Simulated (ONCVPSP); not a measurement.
What the settings do to the ONCV potential of Mn (Z = 25)

Base potential:

```json
{
 "Element": "manganese (Mn)",
 "Generator": "ONCVPSP 4.0.1",
 "Type": "optimised norm-conserving Vanderbilt (ONCV)",
 "Functional": "PBE",
 "Relativity": "fully relativistic",
 "Frozen core": "[Ar]",
 "Valence charge": "7",
 "Reference configuration": "3d5 4s1 (charge +1)",
 "Partial waves": "4s: rc 2.10 bohr, ncon 5, nbas 10, qcut 2.7 1/bohr, 2 projectors, debl 3.2 Ha; p scattering state at 0.14 Ha: rc 1.95 bohr, ncon 3, nbas 8, qcut 3.6 1/bohr, 2 projectors, debl 1.2 Ha; 3d: rc 1.80 bohr, ncon 4, nbas 9, qcut 9.5 1/bohr, 2 projectors, debl 2.9 Ha; f scattering state at 0.05 Ha: rc 1.65 bohr, ncon 4, nbas 7, qcut 7.4 1/bohr, 2 projectors, debl 3.1 Ha",
 "Local potential": "polynomial inside 1.35 bohr (lpopt 3, dvloc0 0 Ha)",
 "Core correction": "Teter function, fcfact 3.5, rcfact 1.45"
}
```

Open shells are filled in proportion to 2j + 1.

All-electron outer shells of the reference configuration (PBE, scalar-relativistic, ld1.x):

```json
{"shell": "3p", "level (eV)": "-62.83", "outermost node (bohr)": "0.31", "outermost maximum (bohr)": "0.75"}
{"shell": "3d", "level (eV)": "-14.91", "outermost node (bohr)": "–", "outermost maximum (bohr)": "0.76"}
{"shell": "4s", "level (eV)": "-11.88", "outermost node (bohr)": "1.05", "outermost maximum (bohr)": "2.38"}
```

Cutoffs, loose and tight: the cutoffs (Ha) at which the residual kinetic energy of the hardest occupied pseudo-wave falls to 1 and 0.1 mHa per electron. They do not see the model core or the augmentation charge, which bear on the density cutoff. Test errors are all-electron minus pseudo excitation energies from the reference, over the configurations 3d5 4s2; 3d5 4s0; 3d4 4s0; 3d4 4s2 4p1. A dash means not determined; rows that change the core or the reference have their own tests.

```tsv
change	outcome	cutoff, loose	cutoff, tight	bound ghosts	GHOST(+) flags above zero	largest test error (meV)
base	generated	33 Ha	37 Ha	none	s, p3/2, p1/2	-186
core correction Teter function, fcfact 1.7, rcfact 1.45	generated	33 Ha	37 Ha	none	s, p3/2, p1/2	-138
core correction Teter function, fcfact 2.5, rcfact 1.45	generated	33 Ha	37 Ha	none	s, p3/2, p1/2	-161
core correction Teter function, fcfact 3.3, rcfact 1.45	generated	33 Ha	37 Ha	none	s, p3/2, p1/2	-181
core correction Teter function, fcfact 4.6, rcfact 1.45	generated	33 Ha	37 Ha	none	s, p3/2, p1/2	-232
core correction Teter function, fcfact 5.7, rcfact 1.45	generated	33 Ha	37 Ha	none	s, p3/2, p1/2	-291
core correction Teter function, fcfact 6.5, rcfact 1.45	generated	33 Ha	37 Ha	none	s, p3/2, p1/2	-329
```

(1) What comes out with this change to the base: core correction Teter function, fcfact 7.7, rcfact 1.45?

Results:

(1) outcome: generated; cutoff, loose: 33 Ha; cutoff, tight: 37 Ha; bound ghosts: none; GHOST(+) flags above zero: s, p3/2, p1/2; largest test error (meV): -381.

Reading the sweep of the fcfact (base included, trends over the rows without a ghost): The loose cutoff stays near 33 Ha. The median size of the test errors (rows with all tests solved) rises from 10.7 meV at 1.7 to 191.4 meV at 7.7.
